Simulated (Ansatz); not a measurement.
Born–Oppenheimer molecular dynamics of C$_{2}$H$_{8}$FGeN (13 atoms, charge 0, multiplicity 1). It starts at the highest image of a converged band. Of that band: Neighbouring images differ by up to 1.4 eV, so the band resolves the path poorly. A vibrational analysis at the climbing image gives one clearly imaginary mode, 1403i cm⁻¹: a first-order saddle point.

Theory: Ansatz 0.2.0, RKS B3LYP-D4/def2-SVP.

```
ensemble                      : NVE (velocity Verlet)
time step                     : 0.5 fs
steps asked                   : 200
starting velocities drawn for : 100 K
seed                          : 12393
```

Frames 1 fs apart, positions in Å, forces in eV/Å.

Velocities at 35 fs (Å/ps):

```
C -0.59 1.20 2.17
Ge 1.56 -1.64 -1.99
N -4.60 2.92 6.09
C -0.01 -2.30 1.15
F -0.59 -0.25 3.29
H 11.67 7.21 11.17
H -4.63 -7.17 2.03
H -4.65 -8.44 1.31
H -17.21 45.58 -103.93
H -5.64 62.48 19.39
H -5.11 -2.52 7.39
H -0.39 7.97 11.11
H -4.32 -9.53 8.93
```

```xyz
13
Properties=species:S:1:pos:R:3:forces:R:3 time_fs=35 energy_less_start_eV=-0.923 T=749
C -1.699 -0.373 0.175 -0.54 0.98 -0.84
Ge 0.150 -0.121 0.764 -2.02 4.31 1.29
N 1.096 -1.378 -0.093 -0.08 -0.84 -0.20
C 0.549 1.769 0.067 0.61 -0.91 -0.57
F 0.216 1.761 -1.289 -0.28 0.38 -0.32
H -2.427 0.342 0.645 0.68 -0.36 -0.14
H -2.100 -1.366 0.284 -0.14 -0.85 0.29
H -1.720 -0.161 -0.923 0.05 -0.01 0.44
H -0.144 0.831 2.215 0.94 -2.18 -0.35
H 0.910 -1.209 -1.094 0.40 -0.23 0.42
H 2.070 -1.498 0.110 0.67 -0.03 -0.13
H 1.615 2.080 0.104 -0.07 -0.13 0.32
H -0.029 2.524 0.636 -0.22 -0.13 -0.22
13
Properties=species:S:1:pos:R:3:forces:R:3 time_fs=36 energy_less_start_eV=-0.832 T=685
C -1.700 -0.371 0.177 -0.57 0.44 -0.79
Ge 0.151 -0.122 0.762 -2.22 4.46 1.26
N 1.092 -1.376 -0.087 0.17 -0.99 -0.14
C 0.550 1.766 0.067 0.63 -0.90 -0.61
F 0.216 1.761 -1.286 -0.24 0.46 -0.42
H -2.412 0.347 0.656 0.56 -0.33 -0.14
H -2.105 -1.377 0.287 0.01 -0.39 0.28
H -1.725 -0.169 -0.920 0.02 0.05 0.35
H -0.157 0.866 2.110 0.95 -2.17 0.22
H 0.907 -1.147 -1.073 0.49 -0.32 0.18
H 2.068 -1.501 0.117 0.53 0.00 -0.19
H 1.614 2.087 0.117 -0.11 -0.15 0.27
H -0.034 2.514 0.644 -0.21 -0.14 -0.26
13
Properties=species:S:1:pos:R:3:forces:R:3 time_fs=37 energy_less_start_eV=-0.724 T=609
C -1.701 -0.369 0.178 -0.49 -0.31 -0.69
Ge 0.152 -0.123 0.760 -2.36 4.35 1.07
N 1.087 -1.374 -0.081 0.61 -1.16 -0.09
C 0.550 1.763 0.068 0.59 -0.86 -0.65
F 0.215 1.761 -1.283 -0.19 0.53 -0.53
H -2.392 0.349 0.665 0.32 -0.18 -0.06
H -2.110 -1.392 0.293 0.20 0.14 0.24
H -1.729 -0.177 -0.913 -0.02 0.11 0.15
H -0.160 0.881 2.007 0.89 -1.99 0.97
H 0.908 -1.089 -1.050 0.56 -0.40 -0.06
H 2.071 -1.504 0.122 0.20 0.07 -0.25
H 1.612 2.093 0.132 -0.12 -0.16 0.20
H -0.042 2.502 0.649 -0.19 -0.14 -0.30
13
Properties=species:S:1:pos:R:3:forces:R:3 time_fs=38 energy_less_start_eV=-0.577 T=505
C -1.703 -0.368 0.179 -0.30 -1.02 -0.57
Ge 0.153 -0.123 0.758 -2.39 3.93 0.68
N 1.083 -1.373 -0.075 1.06 -1.30 -0.13
C 0.552 1.759 0.068 0.49 -0.78 -0.68
F 0.214 1.761 -1.280 -0.13 0.59 -0.63
H -2.369 0.350 0.673 0.02 0.04 0.07
H -2.113 -1.405 0.301 0.33 0.59 0.20
H -1.733 -0.184 -0.905 -0.07 0.17 -0.11
H -0.155 0.876 1.914 0.77 -1.56 1.87
H 0.914 -1.035 -1.028 0.62 -0.50 -0.23
H 2.076 -1.506 0.124 -0.15 0.13 -0.29
H 1.609 2.097 0.149 -0.10 -0.16 0.13
H -0.051 2.490 0.651 -0.16 -0.14 -0.32
13
Properties=species:S:1:pos:R:3:forces:R:3 time_fs=39 energy_less_start_eV=-0.400 T=381
C -1.705 -0.367 0.179 -0.05 -1.50 -0.46
Ge 0.154 -0.123 0.757 -2.33 3.22 0.09
N 1.080 -1.373 -0.070 1.37 -1.34 -0.31
C 0.553 1.754 0.067 0.35 -0.70 -0.69
F 0.213 1.762 -1.278 -0.05 0.63 -0.72
H -2.345 0.351 0.683 -0.26 0.26 0.20
H -2.113 -1.412 0.312 0.39 0.82 0.17
H -1.738 -0.190 -0.898 -0.12 0.22 -0.34
H -0.143 0.857 1.838 0.58 -0.91 2.90
H 0.926 -0.985 -1.008 0.66 -0.61 -0.30
H 2.080 -1.506 0.124 -0.37 0.17 -0.27
H 1.605 2.100 0.167 -0.05 -0.14 0.05
H -0.061 2.475 0.651 -0.12 -0.13 -0.32
13
Properties=species:S:1:pos:R:3:forces:R:3 time_fs=40 energy_less_start_eV=-0.245 T=273
C -1.707 -0.367 0.179 0.17 -1.60 -0.37
Ge 0.154 -0.122 0.755 -2.21 2.41 -0.61
N 1.077 -1.373 -0.064 1.49 -1.28 -0.63
C 0.555 1.749 0.066 0.18 -0.62 -0.65
F 0.212 1.763 -1.276 0.03 0.64 -0.81
H -2.325 0.355 0.694 -0.43 0.36 0.25
H -2.109 -1.412 0.324 0.36 0.82 0.15
H -1.745 -0.193 -0.894 -0.16 0.24 -0.47
H -0.126 0.829 1.791 0.37 -0.16 3.89
H 0.945 -0.942 -0.990 0.66 -0.76 -0.27
H 2.080 -1.506 0.121 -0.38 0.17 -0.18
H 1.601 2.102 0.186 0.01 -0.12 -0.03
H -0.073 2.460 0.647 -0.09 -0.11 -0.29
13
Properties=species:S:1:pos:R:3:forces:R:3 time_fs=41 energy_less_start_eV=-0.206 T=247
C -1.708 -0.369 0.178 0.32 -1.26 -0.29
Ge 0.154 -0.121 0.754 -2.13 1.87 -1.12
N 1.076 -1.375 -0.059 1.42 -1.16 -0.99
C 0.557 1.743 0.064 0.01 -0.56 -0.55
F 0.211 1.764 -1.274 0.11 0.63 -0.90
H -2.308 0.362 0.707 -0.45 0.30 0.18
H -2.102 -1.405 0.337 0.23 0.58 0.15
H -1.753 -0.194 -0.895 -0.17 0.23 -0.43
H -0.104 0.799 1.780 0.24 0.33 4.50
H 0.970 -0.905 -0.975 0.60 -0.90 -0.19
H 2.076 -1.503 0.117 -0.19 0.12 -0.02
H 1.597 2.102 0.205 0.06 -0.10 -0.11
H -0.086 2.444 0.641 -0.06 -0.09 -0.23
13
Properties=species:S:1:pos:R:3:forces:R:3 time_fs=42 energy_less_start_eV=-0.353 T=350
C -1.710 -0.371 0.178 0.40 -0.53 -0.24
Ge 0.153 -0.119 0.752 -2.18 1.92 -1.10
N 1.076 -1.377 -0.055 1.27 -1.02 -1.31
C 0.559 1.737 0.062 -0.14 -0.53 -0.38
F 0.210 1.766 -1.273 0.19 0.58 -0.97
H -2.295 0.372 0.722 -0.34 0.10 0.00
H -2.093 -1.391 0.352 0.03 0.14 0.18
H -1.762 -0.192 -0.900 -0.16 0.19 -0.24
H -0.080 0.773 1.812 0.26 0.25 4.36
H 1.000 -0.877 -0.962 0.49 -0.99 -0.14
H 2.071 -1.499 0.112 0.12 0.03 0.17
H 1.593 2.101 0.222 0.09 -0.07 -0.19
H -0.099 2.426 0.632 -0.03 -0.06 -0.15
13
Properties=species:S:1:pos:R:3:forces:R:3 time_fs=43 energy_less_start_eV=-0.646 T=554
C -1.711 -0.374 0.177 0.43 0.36 -0.20
Ge 0.153 -0.118 0.750 -2.28 2.48 -0.44
N 1.076 -1.380 -0.051 1.14 -0.92 -1.51
C 0.561 1.730 0.060 -0.28 -0.49 -0.15
F 0.209 1.768 -1.272 0.27 0.51 -1.03
H -2.285 0.382 0.738 -0.18 -0.17 -0.23
H -2.083 -1.377 0.368 -0.20 -0.38 0.22
H -1.773 -0.189 -0.906 -0.13 0.11 0.03
H -0.054 0.748 1.885 0.39 -0.34 3.41
H 1.036 -0.859 -0.951 0.33 -1.01 -0.15
H 2.067 -1.496 0.109 0.42 -0.07 0.36
H 1.590 2.100 0.238 0.07 -0.06 -0.26
H -0.112 2.409 0.623 0.01 -0.03 -0.06
13
Properties=species:S:1:pos:R:3:forces:R:3 time_fs=44 energy_less_start_eV=-0.958 T=772
C -1.712 -0.377 0.176 0.43 1.10 -0.15
Ge 0.152 -0.116 0.748 -2.33 3.10 0.56
N 1.077 -1.384 -0.049 1.15 -0.86 -1.58
C 0.563 1.723 0.057 -0.38 -0.42 0.10
F 0.209 1.770 -1.272 0.34 0.42 -1.06
H -2.278 0.391 0.750 -0.05 -0.40 -0.42
H -2.076 -1.366 0.387 -0.36 -0.78 0.24
H -1.785 -0.185 -0.913 -0.09 0.02 0.28
H -0.024 0.720 1.991 0.52 -1.04 2.01
H 1.074 -0.850 -0.941 0.15 -0.95 -0.23
H 2.067 -1.492 0.110 0.55 -0.15 0.53
H 1.588 2.098 0.251 0.04 -0.05 -0.32
H -0.126 2.390 0.612 0.05 0.01 0.03
13
Properties=species:S:1:pos:R:3:forces:R:3 time_fs=45 energy_less_start_eV=-1.191 T=936
C -1.713 -0.379 0.175 0.36 1.41 -0.03
Ge 0.151 -0.114 0.746 -2.23 3.41 1.51
N 1.079 -1.388 -0.047 1.35 -0.85 -1.50
C 0.564 1.716 0.055 -0.47 -0.29 0.34
F 0.208 1.772 -1.272 0.40 0.31 -1.07
H -2.271 0.397 0.759 0.01 -0.52 -0.52
H -2.072 -1.362 0.408 -0.40 -0.85 0.20
H -1.798 -0.181 -0.917 -0.04 -0.06 0.44
H 0.011 0.682 2.115 0.55 -1.51 0.58
H 1.114 -0.850 -0.933 -0.03 -0.84 -0.35
H 2.072 -1.490 0.115 0.43 -0.21 0.64
H 1.586 2.096 0.261 -0.01 -0.06 -0.37
H -0.139 2.372 0.602 0.10 0.05 0.12
13
Properties=species:S:1:pos:R:3:forces:R:3 time_fs=46 energy_less_start_eV=-1.318 T=1026
C -1.713 -0.380 0.173 0.22 1.20 0.19
Ge 0.149 -0.111 0.745 -2.00 3.32 2.21
N 1.083 -1.393 -0.047 1.67 -0.84 -1.33
C 0.565 1.708 0.052 -0.53 -0.11 0.53
F 0.208 1.775 -1.273 0.44 0.19 -1.05
H -2.263 0.397 0.763 -0.02 -0.50 -0.52
H -2.071 -1.366 0.431 -0.30 -0.57 0.06
H -1.812 -0.177 -0.917 0.00 -0.13 0.47
H 0.051 0.630 2.246 0.48 -1.67 -0.59
H 1.153 -0.859 -0.928 -0.17 -0.70 -0.48
H 2.081 -1.491 0.127 0.13 -0.22 0.70
H 1.584 2.093 0.268 -0.05 -0.06 -0.39
H -0.151 2.355 0.593 0.15 0.10 0.20
```

Of the whole run (100 fs, mean temperature of the second half 884 K): The conserved energy stayed within 0.24 meV per atom of its start (net change -0.12 meV per atom), so the integration is sound. The kinetic energy rose, since the run started high on the potential surface and went downhill. A run of 0.1 ps of so small a system gives no equilibrium averages. The orbitals stay closed-shell, which can raise the energy where a bond breaks towards radicals; this wasn't checked here.

The run took 9 min on 2 threads of Intel(R) Xeon(R) 6975P-C (Granite Rapids), with other jobs on the host, peak memory 0.35 GiB.
